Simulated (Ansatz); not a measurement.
Reactions of CH$_{7}$ClGeSi, SMILES `[SiH3][CH2][GeH2][Cl]`.

Computed with Ansatz on PBE0-D4/def2-TZVP structures; ΔE is electronic, products minus reactants. CBS: MP2 limit from def2 TZ/QZ plus the TZ coupled-cluster correction, frozen cores. This one scheme is used for every species. No spin–orbit coupling; open shells (•) take unrestricted orbitals. For Ge, Mg outer-core shells are correlated without core-valence functions, which leaves a few kJ/mol of doubt a bond. Scalar relativity is left out up to krypton. One conformer a species, not always the lowest.

(1) Order these by ΔE at CCSD(T)/CBS, lowest first. (Estimate.)
A. `[SiH3][CH2][GeH2][Cl]` + H₂S → `S[CH2][GeH2][Cl]` + SiH₄
B. `[SiH3][CH2][GeH2][Cl]` → `[CH2][SiH3]`• + `[Cl][GeH2]`•
C. `[SiH3][CH2][GeH2][Cl]` + `C[NH][AlH][SH]` → `[SiH3]C[NH][AlH][SH]` + `[CH3][GeH2][Cl]`
D. `[SiH3][CH2][GeH2][Cl]` + `NBS` → `[NH2][GeH2][CH2][SiH3]` + `SBCl`
E. `[SiH3][CH2][GeH2][Cl]` + `O[SiH2]O` → `O[SiH2]OC[SiH3]` + `[Cl][GeH3]`
F. `[SiH3][CH2][GeH2][Cl]` + PH₃ → `[SiH3][CH2][GeH2][PH2]` + HCl
G. `[SiH3][CH2][GeH2][Cl]` + `[OH][Mg][N]([SiH3])[SiH3]` → `[SiH3][O][Mg][N]([SiH3])[SiH3]` + `[CH3][GeH2][Cl]`
H. `[SiH3][CH2][GeH2][Cl]` + `N=[C]1[CH2][GeH2]1` → `[SiH3]/N=[C]1/[CH2][GeH2]1` + `[CH3][GeH2][Cl]`

Largest T1 diagnostic: 0.014, for `[SiH3]/N=[C]1/[CH2][GeH2]1`.

Answers

(1) G (-1.27 eV), H (-0.51 eV), C (+0.17 eV), F (+0.53 eV), A (+0.61 eV), D (+1.09 eV), E (+1.31 eV), B (+3.72 eV).
